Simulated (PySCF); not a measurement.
Molecule: SMILES C[C@@H]1CC[C@H](O)C1, C6H12O.

Bonds (- single, = double, # triple, : aromatic): C1-C2, C2-C3, C3-C4, C4-C5, C5-O6, C5-C7, C7-C2. C1 carries H8, H9, H10; C2 carries H11; C3 carries H12, H13; C4 carries H14, H15; C5 carries H16; O6 carries H17; C7 carries H18, H19. Stereochemistry as in C[C@@H]1CC[C@H](O)C1. H13, H15, H18 are cis to C1 on the ring; H12, H14, H19 are trans to C1 on the ring.

Frames of a GFN2-xTB Langevin trajectory at 400 K; GIAO PBE0/pcSseg-1 shieldings in PySCF 2.14, gas phase, non-relativistic; equivalent atoms averaged within each frame.

Scale: $^{13}$C (σref 186.93), $^{1}$H (σref 31.72) against TMS; H2O for $^{17}$O (σref 336.08) (reference shieldings calculated alike). The references are static minima.

How do the shifts (ppm) fluctuate along the trajectory?

Results:


| time (fs) | C5 | C7 | C2 | C4 | C3 | C1 | O6 | H16 | H14 | H11 |
| --- | --- | --- | --- | --- | --- | --- | --- | --- | --- | --- |
| optimised geometry | 80.4 | 46.9 | 33.5 | 38.6 | 34.1 | 26.5 | 73.3 | 4.27 | 2.02 | 2.00 |
| 250 | 82.7 | 49.1 | 47.2 | 44.3 | 35.1 | 20.0 | 86.1 | 5.84 | 3.95 | 3.89 |
| 425 | 83.8 | 38.5 | 36.2 | 41.5 | 43.0 | 23.3 | 125.4 | 5.63 | 1.65 | 1.97 |
| 625 | 92.3 | 42.8 | 36.2 | 48.6 | 35.2 | 20.3 | 75.7 | 5.24 | 3.61 | 2.21 |
| 800 | 73.4 | 52.2 | 36.7 | 35.6 | 35.7 | 18.4 | 55.3 | 4.90 | 2.73 | 2.74 |
| 1000 | 73.5 | 64.1 | 33.8 | 33.5 | 39.3 | 22.3 | 82.5 | 4.82 | 0.79 | 1.75 |
| mean of frames | 81.1 | 49.3 | 38.0 | 40.7 | 37.6 | 20.8 | 85.0 | 5.29 | 2.55 | 2.51 |
| standard deviation | 7.9 | 9.8 | 5.3 | 6.2 | 3.5 | 1.9 | 25.5 | 0.45 | 1.33 | 0.85 |

5 frames give an uncertainty of the mean of about the standard deviation over 2.2 at best, since frames this close in time may not be independent; classical motion lacks zero-point vibration, and the reference would need the same averaging.
